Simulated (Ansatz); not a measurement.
`CC#[N+][GaH3-]`, 10 atoms. The species carries charge 0 and has multiplicity 1. Correlated methods include outer-core shells of Ga, which these sets cover unevenly. Scalar relativity is left out up to krypton. All runs use 4 threads of a server CPU on a shared host. Correlated methods freeze the cores.

**Question.** How many basis functions does each run have, and how long does it take in Ansatz? direct RPA on PBE orbitals/def2-TZVPP energy; RHF-CCSD(T)/def2-TZVPP energy; RKS PBE0-D4/def2-TZVP relaxation (6 steps); RKS PBE0-D4/def2-TZVP frequencies; RKS CAM-B3LYP-D4/def2-TZVPP energy; RHF-MP2/def2-QZVPP energy; RKS B3LYP-D4/def2-TZVPP energy and forces; RKS BHLYP-D4/def2-TZVPP energy; RKS PBE0-D4/def2-QZVPP energy; RKS ωB97M-V/def2-SVP energy; RKS r2SCAN0-D4/def2-TZVPP energy; RKS ωB97M-V/def2-QZVPP energy. (Best estimate.)

**Answer.** The calculation gave: Other jobs shared the machine, so times are rough.

```json
{"level": "RKS BHLYP-D4/def2-TZVPP", "job": "energy", "functions": "225", "wall time": "8 s", "peak host memory (GiB)": "0.53"}
{"level": "RKS r2SCAN0-D4/def2-TZVPP", "job": "energy", "functions": "225", "wall time": "10 s", "peak host memory (GiB)": "0.53"}
{"level": "RKS ωB97M-V/def2-SVP", "job": "energy", "functions": "104", "wall time": "10 s", "peak host memory (GiB)": "0.31"}
{"level": "RKS B3LYP-D4/def2-TZVPP", "job": "energy and forces", "functions": "225", "wall time": "11 s", "peak host memory (GiB)": "0.56"}
{"level": "RKS CAM-B3LYP-D4/def2-TZVPP", "job": "energy", "functions": "225", "wall time": "11 s", "peak host memory (GiB)": "0.58"}
{"level": "direct RPA on PBE orbitals/def2-TZVPP", "job": "energy", "functions": "225", "wall time": "12 s", "peak host memory (GiB)": "0.44"}
{"level": "RKS PBE0-D4/def2-QZVPP", "job": "energy", "functions": "440", "wall time": "20 s", "peak host memory (GiB)": "1.4"}
{"level": "RKS ωB97M-V/def2-QZVPP", "job": "energy", "functions": "440", "wall time": "44 s", "peak host memory (GiB)": "1.7"}
{"level": "RHF-MP2/def2-QZVPP", "job": "energy", "functions": "440", "wall time": "57 s", "peak host memory (GiB)": "2.2"}
{"level": "RKS PBE0-D4/def2-TZVP", "job": "relaxation (6 steps)", "functions": "177", "wall time": "63 s", "peak host memory (GiB)": "0.43"}
{"level": "RHF-CCSD(T)/def2-TZVPP", "job": "energy", "functions": "225", "wall time": "2.4 min", "peak host memory (GiB)": "3.7"}
{"level": "RKS PBE0-D4/def2-TZVP", "job": "frequencies", "functions": "177", "wall time": "4.9 min", "peak host memory (GiB)": "0.44"}
```

B3LYP here is the variant with VWN-RPA as its local correlation; programs differ in this.
